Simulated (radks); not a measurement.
Results of a calculation; reference values are marked as such.
Lu LXIV, configuration [He] 2p4 3d2 (not the ground configuration).

Code: a radial shooting solver on a logarithmic mesh with Libxc functionals. Model: scalar-relativistic Kohn-Sham, PBEsol, spin-polarised, spherical densities, finite nucleus; open shells are filled with parallel spins first (spin-orbit coupling, left out, can overturn this in heavy ions); Fermi nuclear charge, rms radius 5.37 fm.

Energy parts (hartree):
total: -8261.4171
kinetic: 9295.6074
electron-nucleus: -17907.2881
Hartree: 442.2970
exchange-correlation: -92.0335

Orbitals (lengths in bohr, moments of r in powers of bohr):
orbital,occ.,eigenvalue (hartree),<r^4>
1s up,1,-2564.335,6.978e-07
1s down,1,-2563.084,6.962e-07
2p up,3,-564.4927,0.00006826
2p down,1,-561.1014,0.00006850
3d up,2,-232.4178,0.001319
3d down,0,-229.9190,0.001343

The highest occupied level is 3d up at -6324.4 eV. The spin density at the nucleus is -445.5 e/bohr^3 (1s -445.5). Summed over all electrons, <r^2> = 0.08171 bohr^2, which gives a Langevin (diamagnetic) susceptibility term of -0.0647 x 10^-6 cm^3/mol.
